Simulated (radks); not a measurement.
Results of a calculation; reference values are marked as such.
Problem. The mean radii <r> (bohr) of the occupied orbitals of an atom or ion are listed with their occupations. Level of theory: scalar-relativistic Kohn-Sham, XLYP, spin-polarised, spherical densities, point nucleus (a radial shooting solver on a logarithmic mesh with Libxc functionals).

| orbital | occ. | <r> |
|---|---|---|
| 1s up | 1 | 0.02905 |
| 1s down | 1 | 0.02905 |
| 2s up | 1 | 0.1255 |
| 2s down | 1 | 0.1255 |
| 2p up | 3 | 0.1096 |
| 2p down | 3 | 0.1096 |
| 3s up | 1 | 0.3394 |
| 3s down | 1 | 0.3394 |
| 3p up | 3 | 0.3378 |
| 3p down | 3 | 0.3378 |
| 3d up | 5 | 0.3146 |
| 3d down | 5 | 0.3146 |
| 4s up | 1 | 0.8180 |
| 4s down | 1 | 0.8179 |
| 4p up | 3 | 0.8851 |
| 4p down | 3 | 0.8843 |
| 4d up | 5 | 1.091 |
| 4d down | 5 | 1.084 |
| 5p up | 2 | 2.641 |
| 6p up | 2 | 7.187 |

Name the element and its charge. Open shells, if any, are filled with parallel spins first.

Solution. Z = 50, tin, charge 0: Sn in [Kr] 4d10 5p2 6p2. The 1s radius gives Z: for a bare nucleus <r> = (2 gamma + 1)/(2Z) with gamma = sqrt(1 - (Z/c)^2), 0.02862 bohr for Z = 50, and screening makes it slightly larger (0.02905 here). The occupations add up to 50, and the charge is Z minus that.
